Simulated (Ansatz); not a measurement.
The same molecule with X = O, S, Se. Ansatz, PBE0-D4/def2-TZVP geometries, multiplicity 1. Each molecule was computed in one conformer, which needn't be the lowest.

Scalar relativity is left out up to krypton.

| X | molecule | mean X–H bond length / Å | mean X–Si bond length / Å | HOMO energy (B3LYP/def2-TZVPP) / eV | size of the dipole moment (B3LYP/def2-TZVPP) / D | HOMO–LUMO gap (B3LYP/def2-TZVPP) / eV |
| --- | --- | --- | --- | --- | --- | --- |
| O | `N[SiH](O)F` | 0.959 | 1.629 | -7.70 | 2.54 | 8.10 |
| Se | `N[SiH](F)[SeH]` | 1.469 | 2.261 | -7.09 | 2.40 | 6.91 |

**Question.** Give the row for X = S, `N[SiH](F)S`. (Best estimate.)

**Answer.** Computed: 
| X | molecule | mean X–H bond length / Å | mean X–Si bond length / Å | HOMO energy (B3LYP/def2-TZVPP) / eV | size of the dipole moment (B3LYP/def2-TZVPP) / D | HOMO–LUMO gap (B3LYP/def2-TZVPP) / eV |
| --- | --- | --- | --- | --- | --- | --- |
| S | `N[SiH](F)S` | 1.344 | 2.122 | -7.41 | 1.55 | 7.52 |

From O to Se the mean X–H bond length rises at each step, by 0.510 Å in all; the mean X–Si bond length rises at each step, by 0.632 Å in all; the HOMO energy (B3LYP/def2-TZVPP) rises at each step, by 0.61 eV in all; the HOMO–LUMO gap (B3LYP/def2-TZVPP) falls at each step, by 1.19 eV in all. Bonds lengthen as the atom grows down the group. Dipoles are sizes alone, and their direction can turn along the series.

B3LYP here is the variant with VWN-RPA as its local correlation; programs differ in this.

Spin–orbit coupling is left out; it splits and shifts lone-pair levels of the heavy atoms by tenths of an eV.
